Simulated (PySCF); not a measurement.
## Electronic structure of C⁺ (carbon, charge +1) at the BP86 level

Configuration: [He] 2s1 2p1 3s1, high-spin 4P determinant (an excited configuration). Calculation: PySCF 2.14, in aug-cc-pVQZ-DK; scalar relativity by spin-free X2C-1e.

| Item | Value |
| --- | --- |
| Total energy | -36.6951 hartree |
| One-electron energy | -45.4856 hartree |
| Hartree (Coulomb) energy | 13.4749 hartree |
| Exchange-correlation energy | -4.6844 hartree |
| ⟨S²⟩ | 3.7500 |
| ⟨L²⟩ | 2.015 |
| Sum of ⟨r⟩ | 7.327 bohr |
| Sum of ⟨r²⟩ | 23.64 bohr² |
| Traceless quadrupole moment −½Σ⟨3z² − r²⟩ along its main axis | -0.0960 e·bohr² |
| Langevin diamagnetic susceptibility | -18.7 ×10⁻⁶ cm³/mol |

```
shell  electrons  mean orbital energy (hartree)  rms radius, mean of both spins (bohr)
 1s α          1                      -11.02872                                  0.314
 1s β          1                      -10.97525                                  0.314
 2s α          1                       -1.25583                                   1.49
 2p α          1                       -0.95534                                   1.47
 3s α          1                       -0.30372                                   4.37
```

The outer electron is Rydberg-like, and this basis confines it to a smaller radius and binds it less than a complete one would.
